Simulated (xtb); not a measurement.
CH₅N₂ (SMILES NC=[NH2+]), charge +1, singlet, at a GFN2-xTB geometry; xtb with GFN0-xTB.

Input for xtb:
```
$ xtb mol.xyz --gfn 0 --chrg 1 --acc 0.0001 --json

# file mol.xyz
8

N      1.14797274     0.20018934     0.03700286
C      0.00000738    -0.40400940     0.15397542
N     -1.14797868     0.12474531    -0.16084144
H      1.21954645     1.14751701    -0.31697552
H      2.01157036    -0.25676282     0.29638706
H      0.00002593    -1.41964718     0.54105366
H     -1.21958691     1.06736807    -0.52715794
H     -2.01155856    -0.38896122    -0.05028975
```

It wrote (shortened):

```
   ID    Z sym.   atoms
    1    7 N      1, 3
    2    6 C      2
    3    1 H      4-8

           -------------------------------------------------
          |                Calculation Setup                |
           -------------------------------------------------

           -------------------------------------------------
          |                 G F N 0 - x T B                 |
           -------------------------------------------------

          ...................................................
          :                      SETUP                      :
          :.................................................:
          :  # basis functions                  22          :
          :  # atomic orbitals                  22          :
          :  # shells                           16          :
          :  # electrons                        18          :
          :  electronic temp.          300.0000000     K    :
          :  accuracy                    0.0001000          :
          :  -> integral cutoff          0.6500000E+02      :
          :  -> integral neglect         0.1000000E-11      :
          ...................................................

         :::::::::::::::::::::::::::::::::::::::::::::::::::::
         ::                     SUMMARY                     ::
         :::::::::::::::::::::::::::::::::::::::::::::::::::::
         :: total energy              -9.020210602435 Eh    ::
         :: gradient norm              0.011066607601 Eh/a0 ::
         :: HOMO-LUMO gap              5.061205139884 eV    ::
         ::.................................................::
         :: H0 energy                -10.445212075989 Eh    ::
         :: repulsion energy           0.164169698257 Eh    ::
         :: electrostat energy         1.282786550375 Eh    ::
         :: -> Gsolv                   0.000000000000 Eh    ::
         ::    -> Gsasa                0.000000000000 Eh    ::
         ::    -> Gshift               0.000000000000 Eh    ::
         :: dispersion energy         -0.000926818327 Eh    ::
         :: short-range corr.         -0.021027956752 Eh    ::
         :: add. restraining           0.000000000000 Eh    ::
         :: total charge               1.000000000000 e     ::
         :::::::::::::::::::::::::::::::::::::::::::::::::::::

           -------------------------------------------------
          |                Property Printout                |
           -------------------------------------------------

    * Orbital Energies and Occupations

         #    Occupation            Energy/Eh            Energy/eV
      -------------------------------------------------------------
         1        2.0000           -0.7112531             -19.3542
         2        2.0000           -0.7028951             -19.1267
         3        2.0000           -0.6247472             -17.0002
         4        2.0000           -0.5980447             -16.2736
         5        2.0000           -0.5745432             -15.6341
         6        2.0000           -0.5448237             -14.8254
         7        2.0000           -0.5180217             -14.0961
         8        2.0000           -0.5131306             -13.9630
         9        2.0000           -0.4351468             -11.8409 (HOMO)
        10                         -0.2491509              -6.7797 (LUMO)
        11                         -0.1794599              -4.8834
        12                         -0.1775282              -4.8308
        13                         -0.1308131              -3.5596
        14                         -0.0869033              -2.3648
        15                         -0.0804559              -2.1893
        16                          0.1292606               3.5174
        17                          0.1707763               4.6471
        18                          0.1841985               5.0123
        19                          0.2356267               6.4117
        20                          0.2736478               7.4463
       ...                                ...                  ...
        22                          0.4757976              12.9471
      -------------------------------------------------------------
                  HL-Gap            0.1859959 Eh            5.0612 eV
             Fermi-level            0.0000000 Eh            0.0000 eV

     #   Z          covCN         q      C6AA      α(0)
     1   7 N        2.641    -1.080    54.850    11.088
     2   6 C        2.746     0.784    16.051     6.539
     3   7 N        2.641    -1.080    54.850    11.088
     4   1 H        0.860     0.556     0.276     0.823
     5   1 H        0.860     0.547     0.285     0.836
     6   1 H        0.925     0.169     1.268     1.761
     7   1 H        0.860     0.556     0.276     0.823
     8   1 H        0.860     0.547     0.285     0.836

 Mol. C6AA /au·bohr⁶  :        485.880889
 Mol. C8AA /au·bohr⁸  :      10467.170075
 Mol. α(0) /au        :         33.794589

Wiberg/Mayer (AO) data.
largest (>0.10) Wiberg bond orders for each atom

 ---------------------------------------------------------------------------
     #   Z sym  total        # sym  WBO       # sym  WBO       # sym  WBO
 ---------------------------------------------------------------------------
     1   7 N    3.545 --     2 C    1.462     5 H    0.962     4 H    0.959
                             3 N    0.155
     2   6 C    3.889 --     1 N    1.462     3 N    1.462     6 H    0.967
     3   7 N    3.545 --     2 C    1.462     8 H    0.962     7 H    0.959
                             1 N    0.155
     4   1 H    0.970 --     1 N    0.959
     5   1 H    0.973 --     1 N    0.962
     6   1 H    0.986 --     2 C    0.967
     7   1 H    0.970 --     3 N    0.959
     8   1 H    0.973 --     3 N    0.962
 ---------------------------------------------------------------------------

Topologies differ in total number of bonds
Writing topology from bond orders to xtbtopo.mol

 dipole moment from electron density (au)
     X       Y       Z
  -0.0000   0.1227  -0.0468  total (Debye):    0.334

           -------------------------------------------------
          | TOTAL ENERGY               -9.020210602435 Eh   |
          | GRADIENT NORM               0.011066607601 Eh/α |
          | HOMO-LUMO GAP               5.061205139884 eV   |
           -------------------------------------------------

normal termination of xtb
```
